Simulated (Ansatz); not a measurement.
Cartesian coordinates in Å:
```
C -0.051 -2.024 -2.342
C -0.031 -1.237 -1.432
Ge 0.000 -0.001 -0.002
C 0.972 1.537 -0.518
C 1.590 2.517 -0.843
C 0.829 -0.796 1.500
C 1.356 -1.302 2.456
C -1.770 0.493 0.444
C -2.895 0.809 0.729
H -0.069 -2.722 -3.148
H 2.137 3.385 -1.131
H 1.823 -1.750 3.304
H -3.892 1.089 0.982
```

The species carries charge 0 and has multiplicity 1.

Problem. List the CAM-B3LYP/def2-TZVPP orbital energies in eV (Ansatz 0.2.0). (Best estimate.)

Solution. The calculation gave: Occupied: -10853.48, -1357.63, -1208.59, -1208.59, -1208.59, -279.21, -279.21, -279.21, -279.21, -278.94, -278.94, -278.94, -278.94, -172.50, -122.79, -122.79, -122.79, -36.39, -36.39, -36.39, -36.30, -36.30, -23.22, -22.72, -22.72, -22.72, -19.52, -16.94, -16.94, -16.94, -16.27, -13.62, -13.62, -13.62, -10.14, -10.14, -9.97, -9.97, -9.97, -9.64, -9.64, -9.64. Lowest empty: 0.58, 0.58, 0.58, 1.37, 1.37, 2.50, 2.74, 2.74.
